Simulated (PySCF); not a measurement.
Compound: [VO2F2]- (charge -1 and singlet state).
Bonds: V1–O2, V1–O3, V1–F4, V1–F5.

Method used: PBE0-D3(BJ)/def2-SVP geometry optimisation, gas phase in PySCF.

Question: How far are the bound atoms from V1?

Answer: 4 atoms: O3 1.587 Å, O2 1.589 Å, F4 1.779 Å, F5 1.779 Å.

Question: List the angles at V1.

Answer: 
```
   angle  degrees  distance of the outer atoms (Å)
O2–V1–F5    110.1                             2.76
O2–V1–F4    110.1                             2.76
O3–V1–F4    109.8                             2.76
O3–V1–F5    109.8                             2.76
O2–V1–O3    109.2                             2.59
F4–V1–F5    107.7                             2.87
```

Question: What is the shape at V1?

Answer: Tetrahedral: angles from 107.7° to 110.1°; τ4 = (360° − α − β)/141° = 0.99 with α and β the two widest (0 for a square, 1 for a tetrahedron).

Question: What are the rotational constants (commonest isotopes, rigid rotor)?

Answer: A = 4156, B = 3828, C = 3452 MHz: an asymmetric top.

Point group: C2v (every atom within 0.08 Å of its image). Charge -1, singlet. The geometry's basis has no diffuse functions, a weakness for an anion. PBE0-D3(BJ)/def2-SVP frequencies: not computed here.

The run took 11 s of wall time on one thread of an Arm Neoverse V2, on a shared host. This is the geometry optimisation.
